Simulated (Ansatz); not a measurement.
Born–Oppenheimer molecular dynamics of C2H5FMg (9 atoms, charge 0, multiplicity 1). It goes on from the last frame of an earlier run, with new velocities.

Level of theory: Ansatz, RKS PBE-D4/cc-pVDZ.

```json
{
  "ensemble": "NVT, Nosé–Hoover chain",
  "time step": "1 fs",
  "steps asked": "150",
  "set temperature": "500 K",
  "thermostat": "time constant 20 fs, chain length 5",
  "seed": "170842"
}
```

First frame:

```xyz
9
Properties=species:S:1:pos:R:3
C -0.535 0.600 0.136
C 0.056 -0.619 0.699
Mg 1.061 -1.811 -0.709
F 1.825 -2.725 -1.988
H -1.262 0.571 -0.663
H -0.956 1.292 0.976
H 0.284 1.204 -0.460
H 0.743 -0.432 1.563
H -0.713 -1.312 1.196
```

Question: How far do the bonds stretch over the last three quarters of this one trajectory? (Pairs bonded in most of those frames.)

Answer: 
```csv
bond,mean (Å),spread (Å),shortest,longest
C1–C2,1.559,0.055,1.47,1.65
C1–H5,1.121,0.044,1.04,1.20
C1–H6,1.121,0.026,1.06,1.17
C1–H7,1.132,0.077,1.01,1.27
C2–Mg3,2.133,0.051,2.03,2.21
C2–H8,1.117,0.009,1.10,1.13
C2–H9,1.121,0.031,1.06,1.18
Mg3–F4,1.788,0.028,1.73,1.84
```

Mean temperature of the second half: 493 K. The conserved energy stayed within 2.3 meV per atom of its start (net change 0.49 meV per atom), so the integration is sound. A run of 0.15 ps of so small a system gives no equilibrium averages.

Run time: 3.8 min on 1 thread of Intel(R) Xeon(R) 6975P-C (Granite Rapids), with other jobs on the host, peak memory 0.12 GiB.
